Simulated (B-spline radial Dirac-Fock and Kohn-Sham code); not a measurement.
# What relativity does to the binding energies of Zr⁷⁺

System: the Zr⁷⁺ ion, [Ar] 3d10 4s2 4p3.

Both columns are ΔSCF binding energies of the configuration average from a radial finite-basis atomic code: non-relativistic Hartree-Fock with a point nucleus, and Dirac-Fock with a finite nucleus and the Coulomb interaction alone, averaged over the two j levels with weights 2j+1.

| shell | Hartree-Fock (eV) | Dirac-Fock (eV) | shift (eV) | shift (%) |
| --- | --- | --- | --- | --- |
| 1s | 17766.5 | 18168.3 | +401.81 | +2.26 |
| 2s | 2571.3 | 2665.2 | +93.87 | +3.65 |
| 3s | 536.3 | 553.8 | +17.53 | +3.27 |
| 3d | 303.1 | 300.0 | -3.07 | -1.01 |
| 4s | 154.9 | 158.0 | +3.10 | +2.00 |
| 4p | 131.3 | 132.0 | +0.66 | +0.50 |

Relativity binds 1s, 2s, 3s, 4s, 4p more strongly, among those listed most of all 2s in relative terms, and 3d more weakly, because the contracted s and p shells screen the nucleus better.

Values without a named source are computed, but for edge energies of neutral atoms, which are taken from tables.
